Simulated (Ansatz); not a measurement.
Two structures of CH6Ge, closed shell, reached by relaxing down either side of one saddle point (PBE0-D4/def2-TZVP). Energies are electronic, without zero-point energy. Ansatz 0.2.0; basis: def2-TZVPP and def2-QZVPP; cores frozen in the correlated methods. Filled d shells of the heavier atoms are correlated. The def2 sets are not built for correlating such inner shells, so the correlated values are less sure here. Extrapolation: Hartree–Fock as exp(−7.88 √X), correlation as X^−2.97. First:

Ge1  (-1.666, 0.730, 0.270)
H2  (0.224, -0.542, 0.407)
C3  (1.075, 0.001, -0.037)
H4  (-1.888, -0.646, 1.049)
H5  (-1.836, -0.011, -1.131)
H6  (1.651, 0.470, 0.758)
H7  (0.772, 0.754, -0.766)
H8  (1.668, -0.756, -0.551)
(Å)

Second:

Ge1  (-0.997, 0.759, 0.107)
H2  (-1.133, -1.276, 0.691)
C3  (0.951, 0.395, -0.191)
H4  (-1.290, -0.859, 1.326)
H5  (-1.512, -0.137, -1.108)
H6  (1.541, 0.640, 0.693)
H7  (1.248, 1.090, -0.986)
H8  (1.193, -0.611, -0.532)
(Å)

Question: Which bonds change from the first to the second?

Answer: GeH₂ + CH₄ → CH₄Ge ([CH3][GeH]) + H₂; bonds formed: Ge1–C3, H2–H4; bonds broken: Ge1–H4, H2–C3.

Question: Give the saddle point's structure and its height above each. (To be estimated.)

Answer: Computed: 116.9 kJ/mol above the first and 82.5 kJ/mol above the second (CCSD(T) at an estimated basis limit (MP2 extrapolated from triple and quadruple zeta, plus CCSD(T) − MP2 in triple zeta)).
Ge1  (-1.283, 0.738, 0.232)
H2  (-0.296, -0.641, 0.506)
C3  (0.841, 0.178, -0.072)
H4  (-1.226, -0.821, 0.960)
H5  (-1.666, -0.014, -1.117)
H6  (1.411, 0.528, 0.787)
H7  (1.012, 0.840, -0.921)
H8  (1.208, -0.808, -0.376)
(Å)

The search had been set up for a insertion of a divalent centre (a silylene, a carbene or their kin) (forming Ge1–H2, Ge1–C3, breaking H2–C3); from that guess it ended on this step instead.

No T1 diagnostic of these runs exceeds 0.012.

Labels in which every atom is bracketed show which atoms are joined, not bond orders.

For scale, one of the runs: CCSD(T)/def2-TZVPP, 163 basis functions, launched by `ansatz run in.yaml --threads 2 --pin off --events-out ev --progress --plain --max-ram 4352MiB`. The run took 36 s on 2 CPU threads of an Arm Neoverse V1 (shared host), with 1.2 GiB of host memory at its peak.
